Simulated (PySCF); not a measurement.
## Two-component Hartree-Fock for Se³⁺ (selenium, charge +3)

Start: [Ar] 3d10 4s2 4p1; 4p3/2 filled at m_j = +3/2. Calculated with PySCF 2.14 in x2c-TZVPall-2c (6s7p4d1f, 54 functions): generalised Hartree-Fock with the X2C-1e Hamiltonian and a Gaussian nucleus; one run each with spin-orbit coupling (SO) screened by Boettger's factors, then bare. This is a chosen level, not necessarily the ground level.

| spinor shell | electrons | ε, screened SO (eV) | ε, bare SO (eV) | weight of nominal j (bare SO) | rms radius, bare SO (bohr) |
| --- | --- | --- | --- | --- | --- |
| 1s1/2 | 2 | -12774.5 | -12774.5 | 1.000 | 0.0508 |
| 2s1/2 | 2 | -1733.2 | -1733.2 | 1.000 | 0.212 |
| 2p1/2 | 2 | -1552.4 | -1554.3 | 1.000 | 0.187 |
| 3s1/2 | 2 | -287.23 | -287.23 | 1.000 | 0.612 |
| 3p1/2 | 2 | -223.39 | -223.67 | 0.999 | 0.629 |
| 3p3/2 | 4 | -217.24 | -217.12 | 1.000 | 0.639 |
| 3d3/2 | 4 | -107.55 | -107.78 | 0.990 | 0.687 |
| 3d5/2 | 6 | -106.63 | -106.48 | 0.993 | 0.693 |
| 4s1/2 | 2 | -53.943 | -53.945 | 1.000 | 1.78 |
| 4p3/2 | 1 | -41.909 | -41.899 | 1.000 | 2.03 |

**Question.** Where does 2p3/2 lie, and what is the 2p spin-orbit splitting (bare SO)?

**Answer.** At -1509.3 eV, 45.034 eV above 2p1/2.

```json
{"quantity": "E (hartree)", "screened SO": "-2425.89214", "bare SO": "-2425.90700"}
{"quantity": "M_J", "screened SO": "3/2", "bare SO": "3/2"}
{"quantity": "⟨J²⟩", "screened SO": "3.758", "bare SO": "3.758"}
{"quantity": "⟨L²⟩", "screened SO": "2.008", "bare SO": "2.009"}
{"quantity": "⟨S²⟩", "screened SO": "0.754", "bare SO": "0.755"}
```

Each row is a mean over spinors that exchange with the open shell spreads, by up to 3.103 eV (4s1/2).
